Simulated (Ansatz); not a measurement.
BH2(OEt) (C₂H₇BO). Total charge 0; singlet. Geometry r2SCAN-D4/def2-SVP, basis def2-TZVP, Ansatz.

| atom | x (Å) | y (Å) | z (Å) |
| --- | --- | --- | --- |
| B1 | 0.7052 | 1.1728 | -1.4185 |
| H2 | 0.5673 | 0.3167 | -2.2711 |
| H3 | 0.9038 | 2.3353 | -1.6812 |
| O4 | 0.6401 | 0.8484 | -0.1177 |
| C5 | 0.3912 | -0.4812 | 0.3368 |
| C6 | -0.9549 | -0.5535 | 1.0247 |
| H7 | 0.4430 | -1.1812 | -0.5171 |
| H8 | 1.2011 | -0.7381 | 1.0401 |
| H9 | -1.1211 | -1.5616 | 1.4350 |
| H10 | -1.0067 | 0.1715 | 1.8511 |
| H11 | -1.7691 | -0.3291 | 0.3179 |

```tsv
run	HOMO (eV)	LUMO (eV)
A	-9.94	0.61
B	-7.02	-1.32
C	-11.31	1.94
D	-12.18	2.78
E	-6.99	-1.21
F	-10.86	1.49
```

LC-ωPBE has ω = 0.4 bohr⁻¹.

The runs used BHLYP, HF, LC-ωPBE, PBE, revPBE, ωB97M-V. Estimate which is which.

A BHLYP (50 % exact exchange); B PBE (0 % exact exchange); C LC-ωPBE (range-separated); D HF (100 % exact exchange); E revPBE (0 % exact exchange); F ωB97M-V (range-separated). Exact exchange lowers occupied and raises empty levels; among semilocal functionals meta-GGAs tend to open the gap a little, and such runs are hard to tell apart. The gap grows from 5.70 eV (PBE) to 14.96 eV (HF).
